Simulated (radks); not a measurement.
Q: Radial electron density D(r) = 4 pi r^2 rho(r) of an atom or ion with 28 electrons. All-electron calculation, scalar-relativistic Kohn-Sham, SCAN, spin-polarised, spherical densities, finite nucleus; meta-GGA in the generalised Kohn-Sham scheme; Fermi nuclear charge, rms radius of each element as measured or else 0.836 A^(1/3) + 0.57 fm. Program: a radial shooting solver on a logarithmic mesh with Libxc functionals.

```
   r/bohr * D(r) (the largest magnitude, 39.3, reaches the edge; | marks zero)
 0.001731 |*
 0.002218 |*
  0.00282 | *
 0.003613 |  *
  0.00463 |    *
 0.005934 |       *
 0.007543 |           *
 0.009666 |                *
  0.01239 |                      *
  0.01587 |                              *
  0.02018 |                                      *
  0.02586 |                                            *
  0.03314 |                                                *
  0.04212 |                                                *
  0.05398 |                                           *
  0.06917 |                                       *
  0.08864 |                                       *
   0.1127 |                                             *
   0.1444 |                                                      *
   0.1851 |                                                      *
   0.2371 |                                           *
   0.3015 |                             *
   0.3863 |                        *
    0.495 |                            *
   0.6344 |                               *
   0.8064 |                         *
    1.033 |              *
    1.324 |       *
    1.684 |  *
    2.157 |*
    2.765 *
    3.543 *
```

What is the nuclear charge?

A: Z = 29. The innermost maximum, from 1s, lies near gamma/Z bohr with gamma = sqrt(1 - (Z/c)^2) = 0.977, here 0.0337 bohr (found: 0.0365), and its height grows with Z. The density is that of the copper ion Cu+ in [Ar] 3d10; the configuration itself is not fixed sharply by these data, and Z only to about a unit. D(r) has 3 maxima, at r = 0.0365, 0.165, 0.605 bohr, and minima at 0.0786, 0.377 bohr, inside which lie 2.11, 10.85 electrons.
